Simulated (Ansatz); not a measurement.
A structure drawn as `CB[SiH](N)N`, with this starting geometry:

Cartesian coordinates in Å:
```
C 1.500 -0.657 -1.325
B -0.025 -0.851 -1.044
Si -0.879 0.323 0.224
N 0.241 1.466 0.929
N -1.534 -0.665 1.604
H 1.811 -1.440 -2.150
H 2.103 -0.813 -0.450
H 1.646 0.323 -1.788
H -0.629 -1.744 -1.558
H -1.984 1.004 -0.384
H -0.203 2.100 1.554
H 0.570 2.078 0.094
H -1.948 -0.014 2.227
H -0.670 -1.111 2.068
```

The species carries charge 0 and has multiplicity 1.

**Question.** Relax it with Ansatz at PBE-D4/def2-SVP and then PBE0-D4/def2-TZVP. Is the drawn bonding still there?

**Answer.** Yes, every drawn bond is still there and no new one forms.

**Question.** Give the relaxed structure. (Best estimate.)

**Answer.** Computed: 
Z-matrix (Å, degrees):
```
C
B 1 1.556
H 1 1.105 2 103.5
H 1 1.093 2 114.5 3 -113.5
H 1 1.092 2 116.2 3 116.5
Si 2 2.021 1 125.0 3 -101.6
H 2 1.204 1 117.3 3 79.4
N 6 1.730 2 112.3 1 -103.1
N 6 1.719 2 108.1 1 15.6
H 6 1.498 2 111.5 1 142.7
H 8 1.007 6 119.8 2 -90.1
H 8 1.008 6 120.5 2 55.9
H 9 1.006 6 120.7 2 25.3
H 9 1.007 6 122.1 2 177.2
```
All modes are real.

Atoms count as bonded under 1.1 times the sum of their covalent radii (H–H under 0.85 Å, pairs among N, O and F under 1.55 Å), and a drawn bond as lost past 1.3 times.
